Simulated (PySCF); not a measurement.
Compound: FH5InN.
Z-matrix (Å and degrees, PBE0-D3(BJ)/def2-SVP geometry), rows numbered from 1:
```
N 
In  1  2.3549
F   2  2.0184  1   76.08
H   1  1.0183  2  120.48  3   113.02
H   1  1.0185  2  118.51  3  -108.92
H   1  1.0282  2   88.39  3     1.56
H   2  1.7236  1  104.03  3  -108.32
H   2  1.7237  1  103.92  3   108.30
```

Computed with PBE0-D3(BJ)/def2-SVP geometry optimisation, gas phase, def2 core potentials past Kr (PySCF 2.14.0).

Take the most abundant isotopes and a rigid rotor. 

Give the principal moments of inertia and the rotational constants in cm⁻¹.

Ia = 70.31, Ib = 97.01, Ic = 154.39 u·Å²; 505379 MHz·u·Å²/I gives 7188, 5210 and 3273 MHz, that is A = 0.23977, B = 0.17378, C = 0.10919 cm⁻¹.

What kind of rotor is it?

An asymmetric top: κ = (2 × 5210 − 7188 − 3273)/(7188 − 3273) = -0.01.

Is it planar, by Δ = Ic − Ia − Ib?

Not planar: Δ = Ic − Ia − Ib = -12.93 u·Å². For a rigid frame Δ = −2 Σ m c², so Σ m c² = 6.46 u·Å² lies off the ab plane, practically all of it from hydrogen. The atom farthest from that plane is 1.59 Å away.

Give the other two planar moments, Paa and Pbb, and the rms extents of the mass along the axes.

Paa = Σ m a² = (Ib + Ic − Ia)/2 = 90.54 and Pbb = Σ m b² = (Ia + Ic − Ib)/2 = 63.84 u·Å². With the mass M = 152.94 u, the rms extents √(P/M) along a, b and c are 0.77, 0.65, 0.21 Å.

Which lines would a microwave search look for?

The dipole components are |μa| = 2.79 D, |μb| = 3.71 D, |μc| = 0.01 D. Intensities carry the squares of the components, which stand as 0.57 : 1.00 : 0.00 (a : b : c). Some lines, for components of 0.1 D or more:

```csv
type,branch,"J(Ka,Kc)",MHz,lower level (cm⁻¹)
b,Q,"3(2,1) ← 3(1,2)",7434,1.965
b,Q,"5(3,2) ← 5(2,3)",10718,5.042
a,Q,"4(1,3) ← 4(1,4)",17640,2.549
a,R,"2(1,1) ← 1(1,0)",18903,0.414
b,R,"3(1,3) ← 2(0,2)",23004,0.819
a,Q,"5(1,4) ← 5(1,5)",23814,3.732
b,R,"2(2,1) ← 1(1,0)",24838,0.414
a,R,"3(2,2) ← 2(2,1)",25449,1.242
a,R,"4(0,4) ← 3(0,3)",29067,1.576
a,R,"4(3,2) ← 3(3,1)",35151,2.598
b,R,"5(0,5) ← 4(1,4)",35442,2.549
a,R,"5(1,4) ← 4(1,3)",41638,3.137
b,R,"4(4,0) ← 3(3,1)",54892,2.598
b,R,"5(3,2) ← 4(2,3)",65977,3.199
```

Whether it is a minimum is left open (no frequencies). Constants of a rigid frame at the computed geometry: no zero-point averaging, no centrifugal distortion. A rigid rotor knows nothing of internal rotation, which can split or shift real lines. Quadrupole hyperfine structure (14N) is left out.

Hardware: Intel Xeon Platinum 8488C, one thread, shared host. Cost: 16 s of wall time, 0.34 GiB resident at most. These figures are those of the optimisation.
